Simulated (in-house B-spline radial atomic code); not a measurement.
A fraction x of an electron is moved 6s → 5f in Ba II (Ba+), starting from [Xe] 6s1 and keeping the highest spin. Computed with a B-spline radial code for spherical atoms: scalar-relativistic (X2C) LDA PW92, spin-polarised, spherical fractional occupations, Fermi nucleus of rms radius 4.8378 fm.

```
    x  E(x) - E(0) (eV)  6s up level (eV)  5f up level (eV)
    0            0.0000            -8.057                 -
0.125            0.8361            -8.308            -1.646
 0.25            1.6705            -8.536            -1.842
0.375            2.5105            -8.744            -1.997
  0.5                 ?                 ?                 ?
0.625                 ?                 ?                 ?
 0.75            5.0709            -9.260            -2.358
0.875            5.9359            -9.396            -2.459
    1            6.8045                 -            -2.554
```

Q: What belongs in the row x = 0.5?

A: An energy change of 3.3573 eV; 6s up at -8.933 eV, 5f up at -2.130 eV.

Q: What belongs in the row x = 0.625?

A: An energy change of 4.2110 eV; 6s up at -9.105 eV, 5f up at -2.250 eV.

Q: Check Janak's theorem between x = 0.125 and 0.25.

A: The slope of the energy is 6.68 eV; the orbital levels give 6.68 eV (ε of the receiving orbital less ε of the emptying one, averaged over the two points).
